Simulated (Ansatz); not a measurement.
C₂H₁₀InN, SMILES `C[NH+](C)[InH3-]`. Total charge 0; spin multiplicity 1. Correlated methods include outer-core shells of In, which these sets cover unevenly. In: def2 effective core potential.

```
atom   x (Å)   y (Å)   z (Å)
  C1  -0.457   0.971   1.073
  N2   0.032   0.459  -0.205
  C3  -1.054   0.050  -1.091
 In4   1.568  -1.320   0.130
  H5   0.386   1.303   1.680
  H6  -1.160   1.801   0.942
  H7  -0.964   0.164   1.606
  H8   0.576   1.183  -0.663
  H9  -1.583  -0.790  -0.637
 H10  -0.642  -0.282  -2.045
 H11  -1.770   0.861  -1.267
 H12   1.941  -1.589  -1.546
 H13   0.429  -2.375   0.911
 H14   2.697  -0.436   1.112
```

(1) Give the diagnostics of a CCSD(T)/def2-TZVPP run (frozen core, Ansatz). (An estimate is asked.)

Results:

(1) Ansatz gave: T1 = 0.0120, largest single amplitude 0.022, largest double 0.030, (T) share of the correlation energy 3.2 %, 9 CCSD cycles. The RHF solution is stable towards an unrestricted one. T1 lies under the customary mark of 0.02 for closed shells.
